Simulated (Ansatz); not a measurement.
Wavefunction ladder for C2H7GaS, SMILES `CS[CH2][GaH2]`

```xyz
11

C    -0.931   -1.355   -0.416
S    -0.051   -0.691    1.005
C     1.305    0.215    0.164
Ga    0.092    1.765    0.381
H    -1.883   -1.746   -0.057
H    -0.351   -2.163   -0.864
H    -1.119   -0.573   -1.152
H     1.503   -0.234   -0.806
H     2.187    0.165    0.798
H    -1.010    1.972   -0.713
H     0.258    2.646    1.660
```

Charge 0, multiplicity 1. Correlated methods include outer-core shells of Ga, which these sets cover unevenly. Scalar relativity is left out up to krypton. The structure was optimised at the PBE0-D4/def2-TZVP level. It is one conformer, not always the lowest. Frozen core, restricted reference, Ansatz 0.2.0.

| basis | HF (Eh) | MP2 corr. | CCSD corr. | (T) | CCSD(T) total |
| --- | --- | --- | --- | --- | --- |
| def2-SVP | -2400.12810 | -0.64501 | -0.68627 | -0.02272 | -2400.83709 |
| def2-TZVPP | -2400.60581 | -0.77381 | -0.81413 | -0.03561 | -2401.45555 |
| def2-QZVPP | -2400.66132 | -1.06012 | – | – | – |
